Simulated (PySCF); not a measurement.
SMILES C(/O[SiH3])=C/[SiH3], GFN2-xTB optimised geometry.

```
13

Si     1.92     0.63    -0.01
C      0.98    -1.00     0.00
C     -0.35    -1.00     0.00
O     -1.03     0.16     0.00
Si    -2.62     0.50    -0.09
H      1.59     1.41     1.19
H      1.58     1.40    -1.21
H      3.35     0.31    -0.01
H      1.49    -1.95     0.00
H     -0.95    -1.90     0.00
H     -2.56     1.95     0.05
H     -3.17     0.05    -1.37
H     -3.35    -0.16     0.99
```

Density from PySCF with PBE/def2-TZVP at that geometry.

Minimum of the electron density along straight lines between bonded atoms, close to the bond critical point (lines longer than 1.1 times the sum of covalent radii, or with two minima, are not listed):

| bond | length / Å | ρ at the minimum / e bohr⁻³ | ∇²ρ there / e bohr⁻⁵ | position (fraction from the first atom) |
|---|---|---|---|---|
| Si1–C2 | 1.878 | (withheld) | 0.19 | 0.39 |
| C2–C3 | 1.326 | 0.354 | -1.07 | 0.47 |
| C3–O4 | 1.348 | 0.290 | (withheld) | 0.34 |
| O4–Si5 | 1.626 | 0.140 | (withheld) | 0.59 |
| Si1–H6 | 1.465 | 0.123 | 0.17 | 0.50 |
| Si1–H7 | 1.465 | 0.123 | 0.17 | 0.50 |
| Si1–H8 | 1.467 | 0.123 | 0.17 | 0.50 |
| C2–H9 | 1.078 | 0.280 | -0.96 | 0.64 |
| C3–H10 | 1.087 | 0.286 | -1.01 | 0.65 |
| Si5–H11 | 1.452 | 0.129 | 0.17 | 0.50 |
| Si5–H12 | 1.465 | 0.126 | 0.15 | 0.50 |
| Si5–H13 | 1.466 | 0.126 | 0.15 | 0.50 |

Q: Complete the blanks.

A: 
- Si1–C2, ρ at the minimum / e bohr⁻³: 0.116
- C3–O4, ∇²ρ there / e bohr⁻⁵: -0.40
- O4–Si5, ∇²ρ there / e bohr⁻⁵: 0.89
